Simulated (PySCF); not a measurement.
SbMe2(SiH3), C₂H₉SbSi.
Bonds: Sb1–C2, Sb1–C6, Sb1–Si10. Hydrogens: H3, H4, H5 on C2; H7, H8, H9 on C6; H11, H12, H13 on Si10.

Computed, not measured: PySCF 2.14.0, PBE0-D3(BJ)/def2-SVP geometry optimisation, gas phase, def2 core potentials past Kr.

(1) List the bond lengths and angles at this level.

Results:

(1) 
```csv
bond,length (Å)
"Sb1–C2, Sb1–C6",2.181
Sb1–Si10,2.577
C2–H3 and 5 like bonds,1.099
"Si10–H11, Si10–H12, Si10–H13",1.497
```

Bonds in one row agree within 0.01 Å and their mean is given. A selection of angles:
```csv
angle,degrees
C2–Sb1–C6,94.6
C2–Sb1–Si10,93.1
C6–Sb1–Si10,92.4
Sb1–C2–H3,108.6
Sb1–C2–H4,110.7
H3–C2–H4,109.5
Sb1–Si10–H11,110.6
Sb1–Si10–H12,110.2
H11–Si10–H12,108.3
```

Sb1 (antimony bonded to 2 C and Si) is pyramidal (angles 94.6°, 93.1° and 92.4°, sum 280.1°, 1.24 Å off the plane of its three neighbours). Si10 (silicon bonded to Sb and 3 H) is tetrahedral (angles from 108.2° to 111.1°).

Point group: near Cs, missed by 0.18 Å at most; the miss may be what the optimiser left on a soft mode. No frequency check.
